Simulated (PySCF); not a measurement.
CH5Si, SMILES [CH2][SiH3], doublet (PBE0/def2-SVP optimised geometry):

```
7

C     -1.147    -1.314    -1.474
Si    -0.505    -0.396     0.000
H     -0.496    -1.863    -2.163
H     -2.215    -1.360    -1.714
H     -0.979    -1.021     1.277
H      0.989    -0.396     0.000
H     -0.989     1.021     0.000
```

Calculation: unrestricted PBE0/def2-TZVP (PySCF 2.14.0).

### Question
What are the frontier orbital energies (α orbitals alone; a β orbital can be the lowest empty one) and the dipole moment?

### Answer
HOMO-2 -9.93 eV, HOMO-1 -9.51 eV, HOMO -7.03 eV, LUMO 0.72 eV, LUMO+1 1.42 eV; dipole moment 0.71 D.

On the same geometry unrestricted PBE/def2-TZVP in PySCF gives HOMO-2 -8.53 eV, HOMO-1 -8.17 eV, HOMO -5.66 eV, LUMO -0.09 eV, LUMO+1 0.54 eV; dipole moment 0.66 D.

Meta-Löwdin charges at PBE0/def2-TZVP: C1 -0.47, Si2 0.47, H3 0.14, H4 0.14, H5 -0.09, H6 -0.09, H7 -0.09.
